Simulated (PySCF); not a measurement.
C₇H₁₂O₃.
Atom-mapped SMILES: `[CH3:1][C:2]([CH3:3])([CH2:4][OH:5])[C@@H:6]1[CH2:7][C:8](=[O:9])[O:10]1`

Geometry (GFN2-xTB, Å), atoms numbered from 1 in this order:
```
atom  x, y, z in Å
C1    -0.3688    0.1057   -1.5552
C2    -0.4910   -0.3791   -0.1093
C3    -0.8773   -1.8609   -0.0950
C4    -1.5685    0.4326    0.6283
O5    -1.2380    1.8037    0.6168
C6     0.8385   -0.2398    0.6439
C7     1.6146    1.0851    0.5873
C8     2.6541    0.2395   -0.1132
O9     3.7300    0.4110   -0.5883
O10    1.9336   -0.9067   -0.0291
H11   -0.2682    1.1864   -1.5921
H12    0.4935   -0.3518   -2.0328
H13   -1.2604   -0.1720   -2.1121
H14   -1.7986   -2.0200   -0.6497
H15   -1.0205   -2.2152    0.9237
H16   -0.0846   -2.4443   -0.5552
H17   -1.6520    0.0698    1.6636
H18   -2.5321    0.2656    0.1275
H19   -1.9428    2.2975    1.0472
H20    0.7329   -0.6491    1.6537
H21    1.9273    1.4874    1.5471
H22    1.1679    1.8739   -0.0079
```

NICS is the negative of the GIAO shielding at a point without a nucleus: at the ring centre (0) and 1 Å above and below it (1); zz is the component along the ring normal. Level: GIAO PBE0/pcSseg-1 (PySCF, non-relativistic, gas phase) on the GFN2-xTB geometry, one conformer.

Ring bond lengths (Å), with Mayer bond orders in brackets: C6–C7 1.537 (1.01), C7–C8 1.512 (0.99), C8–O10 1.356 (1.07), O10–C6 1.448 (0.87).

What do the NICS probes read (ppm)?

| ring | type | NICS(0) | NICS(1), two faces | NICS(1)zz, two faces | rms pucker (Å) | centre to ring atoms, mean (Å) |
| --- | --- | --- | --- | --- | --- | --- |
| C6–C7–C8–O10 | 4-membered ring with O; formal bonds all single | -3.4 | -2.0 / -3.1 | -2.5 / -3.3 | 0.00 | 1.03 |

What do they say, and how far can they be read as aromaticity?

- C6–C7–C8–O10: mean NICS(1)zz -2.9 ppm, near zero. C6, C7 have four or more neighbours, so the value isn't read as a sign of a π ring current.

Give the inner angles of the rings and the Hirshfeld charges of the ring atoms.

- C6–C7–C8–O10: C6 89.9° (+0.050 e), C7 83.2° (-0.086 e), C8 94.5° (+0.204 e), O10 92.4° (-0.111 e); sum 360.0° against 360° for a flat convex ring.

The run took 45 s of wall time on one thread of an Arm Neoverse V2 (shared host). This is the whole shielding run at PBE0/pcSseg-1, SCF included.
